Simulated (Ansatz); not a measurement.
Frontier orbitals of `[SiH3]C(Cl)I`.

Z-matrix (Å, degrees):
```
Si
C 1 1.890
H 1 1.480 2 108.2
H 1 1.484 2 108.4 3 120.5
H 1 1.486 2 108.4 3 -120.0
Cl 2 1.768 1 110.2 3 62.3
I 2 2.149 1 108.8 3 -61.3
H 2 1.088 1 113.6 3 -177.1
```

The species carries charge 0 and has multiplicity 1. Correlated methods include outer-core shells of I, which these sets cover unevenly. I takes the def2 core potential. Geometry: relaxed with PBE0-D4/def2-TZVP. Basis def2-TZVPP, Ansatz 0.2.0.

Orbital energies of one run (eV). Highest occupied ones, from the top: -9.84, -9.99, -10.90, -11.38, -12.53, -12.64, -13.83, -14.29, -15.63, -18.22, -20.83, -23.54, -27.53, -55.12. Empty: 0.49, 2.27, 2.70, 3.11, 3.48, 3.71.

Q: Which functional gave them?
A. r2SCAN0
B. CAM-B3LYP
C. ωB97X-V
D. revPBE

A: C. HOMO energies: ωB97X-V -9.84, revPBE -6.34, CAM-B3LYP -8.83, r2SCAN0 -7.73 eV.
